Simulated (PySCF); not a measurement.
Species: C₆H₁₄SSi.
SMILES: `[SiH3]C[C@@H]1CCCCS1`

The closed-shell ground state was solved at several levels (PySCF, density fitting, gas phase, non-relativistic). One conformer (not necessarily the lowest) at the PBE0-D3(BJ)/def2-SVP geometry, without solvent, vibrations or thermal averaging.

```
         level  basis functions  HOMO (eV)  LUMO (eV)  gap (eV)  dipole (D)
 PBE0/pcSseg-1              220      -6.31       0.74      7.05        1.58
PBE0/def2-SVPD              283      -6.30       0.41      6.71        1.65
```

Question: What might KT2/pcSseg-1 (220 basis functions) give for the same quantities?

Answer: HOMO -5.20 eV, LUMO -0.32 eV, gap 4.88 eV, dipole 1.49 D.

Question: Over all these levels, which gives the widest orbital gap and which the narrowest?

Answer: PBE0/pcSseg-1 (global hybrid, 25 % exact exchange) has the widest, 7.05 eV, and KT2/pcSseg-1 (GGA) the narrowest, 4.88 eV. The two share the basis. From the narrowest to the widest the HOMO moves by -1.11 eV and the LUMO by +1.06 eV.

Question: How far do the dipole and the HOMO energy spread over the levels?

Answer: The dipole runs from 1.49 to 1.65 D (mean 1.57 D) and the HOMO from -6.31 to -5.20 eV.
